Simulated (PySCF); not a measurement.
Compound: C4H4N2Se.
InChI=1S/C4H4N2Se/c1-2-4-3-5-7-6-4/h2-3H,1H2

Computed with PySCF at PBE0/def2-SVPD, non-relativistic, on one gas-phase PBE0-D3(BJ)/def2-SVP geometry that isn't relaxed in the solvent. The solvent is an IEF-PCM continuum (Bondi radii, 1.10 Å for H, scaled by 1.2), and excitations are vertical TDDFT with non-equilibrium linear response and a frozen core. Only the electrostatic response of the medium enters. Spin–orbit coupling is left out although an atom past zinc is present.

Gas-phase singlets (H = HOMO, L = LUMO):

```csv
state,E (eV),λ (nm),f,leading configuration
S1,4.287,289,0.236,H→L 96%
S2,4.641,267,0.000,H-2→L 94%
S3,4.850,256,0.000,H→L+1 93%
S4,5.210,238,0.000,H-3→L 96%
S5,5.504,225,0.003,H-1→L 91%
```

Task: What are the lowest 5 singlets in chloroform (ε = 4.711)?

Result: 
```tsv
state	E (eV)	λ (nm)	f	leading configuration	change by rank (eV)
S1	4.144	299	0.310	H→L 97%	-0.143
S2	4.734	262	0.000	H-2→L 89%	+0.093
S3	4.859	255	0.000	H→L+1 89%	+0.009
S4	5.224	237	0.000	H-3→L 95%	+0.014
S5	5.454	227	0.006	H-1→L 94%	-0.050
```

Task: Give the list for methanol (ε = 32.61), n² = 1.77.

Result: 
```tsv
state	E (eV)	λ (nm)	f	leading configuration	change by rank (eV)
S1	4.155	298	0.293	H→L 97%	-0.132
S2	4.774	260	0.000	H-2→L 84%	+0.133
S3	4.874	254	0.000	H→L+1 84%	+0.024
S4	5.231	237	0.000	H-3→L 95%	+0.021
S5	5.455	227	0.006	H-1→L 93%	-0.049
```

Task: The ground-state energy changes by -0.205 eV from gas to methanol. By how much does the total energy of gas-phase S1 change?

Result: E(S1) = E(S0) + excitation energy, so it changes by -0.205 − 0.132 = -0.337 eV: it is lowered more than the ground state, which is what a red shift means. This is the vertical state, with the slow part of the continuum still set for S0.

Task: How do the frontier levels move from gas to methanol?

Result: 
```
orbital  gas (eV)  solvent (eV)  change (eV)
 LUMO+2     -0.43         -0.38        +0.05
 LUMO+1     -0.77         -0.71        +0.06
   LUMO     -2.15         -2.17        -0.02
   HOMO     -7.03         -7.00        +0.03
 HOMO-1     -8.45         -8.45         0.00
 HOMO-2     -8.49         -8.65        -0.16
 HOMO-3     -8.97         -9.02        -0.05
```

The HOMO–LUMO gap goes from 4.87 to 4.83 eV.

Shape of the structure used: `[CH2:1]=[CH:2][c:3]1[cH:4][n:5][se:6][n:7]1`: C1–C2–C3–C4 180°.
